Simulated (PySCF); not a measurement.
# Two-component Hartree-Fock for Yb (ytterbium, neutral)

Start: [Xe] 4f14 6s2. Calculated with PySCF 2.14 in x2c-QZVPPall-2c (16s16p12d6f4g1h, 213 functions): generalised Hartree-Fock with the X2C-1e Hamiltonian and a Gaussian nucleus; one run each with spin-orbit coupling (SO) switched off, then screened by Boettger's factors.

| spinor shell | electrons | ε, spin-free (eV) | ε, screened SO (eV) | weight of nominal j (screened SO) | rms radius, screened SO (bohr) |
| --- | --- | --- | --- | --- | --- |
| 1s1/2 | 2 | -61647.9 | -61632.7 | 1.000 | 0.0223 |
| 2s1/2 | 2 | -10577.2 | -10572.5 | 1.000 | 0.0901 |
| 2p1/2 | 2 | -9320.8 | -10065.0 | 1.000 | 0.0768 |
| 2p3/2 | 4 | -9320.8 | -9012.4 | 1.000 | 0.0838 |
| 3s1/2 | 2 | -2440.5 | -2439.1 | 1.000 | 0.231 |
| 3p1/2 | 2 | -2054.6 | -2215.1 | 1.000 | 0.222 |
| 3p3/2 | 4 | -2054.6 | -1987.3 | 1.000 | 0.237 |
| 3d3/2 | 4 | -1581.6 | -1610.6 | 1.000 | 0.210 |
| 3d5/2 | 6 | -1581.6 | -1561.2 | 1.000 | 0.214 |
| 4s1/2 | 2 | -507.97 | -507.63 | 1.000 | 0.519 |
| 4p1/2 | 2 | -378.89 | -415.61 | 1.000 | 0.531 |
| 4p3/2 | 4 | -378.89 | -363.53 | 1.000 | 0.563 |
| 4d3/2 | 4 | -205.89 | -211.73 | 1.000 | 0.599 |
| 4d5/2 | 6 | -205.89 | -201.84 | 1.000 | 0.611 |
| 5s1/2 | 2 | -66.339 | -66.303 | 1.000 | 1.31 |
| 5p1/2 | 2 | -34.003 | -38.616 | 1.000 | 1.49 |
| 5p3/2 | 4 | -34.003 | -32.127 | 1.000 | 1.61 |
| 4f5/2 | 6 | -13.848 | -14.704 | 1.000 | 0.857 |
| 6s1/2 | 2 | -5.332 | -5.336 | 1.000 | 4.50 |

Q: Where does 4f7/2 lie, and what is the 4f spin-orbit splitting (screened SO)?

A: At -13.070 eV, 1.634 eV above 4f5/2.

```json
{"quantity": "E (hartree)", "spin-free": "-14049.25972", "screened SO": "-14062.45570"}
{"quantity": "M_J", "spin-free": "0", "screened SO": "0"}
{"quantity": "⟨J²⟩", "spin-free": "0.000", "screened SO": "0.000"}
{"quantity": "⟨L²⟩", "spin-free": "0.000", "screened SO": "0.108"}
{"quantity": "⟨S²⟩", "spin-free": "0.000", "screened SO": "0.108"}
```

Breit and QED terms are absent; they matter most for the inner s and p1/2 levels.

Densities and radii are taken from the X2C orbitals without a picture-change correction, which distorts them close to the nucleus.

Without spin-orbit coupling the j labels of p, d and f shells carry no meaning; the spin-free column gives the mean over the occupied spinors of each nl shell.
